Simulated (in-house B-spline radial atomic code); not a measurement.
# Binding energies in Au⁸⁺

NIST's tabulated ground configuration is [Xe] 4f14 5d3; each binding energy is the energy of the ion with one electron taken from that subshell, relaxed, less that of the parent. All numbers are computed (Dirac-Hartree-Fock, average of configuration; Fermi nucleus of rms radius 5.4371 fm) with an all-electron radial atomic-structure program (B-spline basis), not measured. Energies include first-order Breit, QED and recoil terms.

```
subshell  X-ray name  binding energy (eV)  -ε (eV)  relaxation (eV)
      2s          L1              14507.1  14613.9             51.3
   2p1/2          L2              13879.9  13990.5             56.1
   2p3/2          L3              12065.1  12151.8             52.4
      3s          M1               3578.1   3616.7             27.3
   3p1/2          M2               3299.1   3338.2             28.4
      4s          N1                911.1    923.3              9.6
   4p1/2          N2                791.7    803.4              9.5
   4p3/2          N3                  694    703.5              8.3
      5s          O1                  250    251.9              1.4
   4f5/2          N6                227.7    235.1              7.6
   4f7/2          N7                  224    231.1              7.4
   5p1/2          O2                206.5    208.1              1.3
   5p3/2          O3                187.9    189.1              1.0
      5d        O4,5                128.3    128.9              0.6
```

Relaxation = -ε minus the binding energy without Breit, QED and recoil terms.

Emission lines follow as differences of binding energies, with λ = 12398.42 eV·Å / E:

```csv
line,holes,energy (eV),wavelength (Å)
L3-M1,2p3/2 → 3s,8487.0,1.4609
```

What does it cost to remove both a 5s and a 5d electron?

398.26 eV, which is 19.94 eV more than the two single binding energies together.

What does it cost to remove both a 4f7/2 and a 5s electron?

500.44 eV, which is 26.41 eV more than the two single binding energies together.

What does it cost to remove both a 3p1/2 and a 4f5/2 electron?

3567.2 eV, which is 40.39 eV more than the two single binding energies together.
